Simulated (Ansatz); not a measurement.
Program: Ansatz. Geometries: PBE0-D4/def2-TZVP. ΔE: electronic, gas phase. CCSD(T)/CBS is the MP2 limit (def2-TZVPP, def2-QZVPP) plus CCSD(T) − MP2 in def2-TZVPP, frozen cores. Functionals use def2-TZVPP. def2 core potentials past Kr. For Sn outer-core shells are correlated without core-valence functions, which leaves a few kJ/mol of doubt a bond. Each species was taken in one conformer, which may not be the lowest.

Reaction (formal exchange of groups at a C–N bond): `C[SiH](N)NC#N` + `[CH3][SnH3]` → `[CH3][SnH2][C]#N` + `C[SiH](N)N`

```tsv
level	ΔE (kcal/mol)
r2SCAN-D4	-11.2
HF/CBS(def2)	-15.2
```

**Question.** What does CCSD(T)/CBS give? (Best estimate.)

**Answer.** Ansatz gave: -17.2 kcal/mol. The listed levels differ from it by 6.0, 2.0 kcal/mol.

Largest T1 diagnostic among the species: 0.013.

In def2-TZVPP, CCSD(T) changes the Hartree–Fock value by −1.2 kcal/mol (the triples alone add +0.0 kcal/mol) and MP2 by −1.7 kcal/mol.
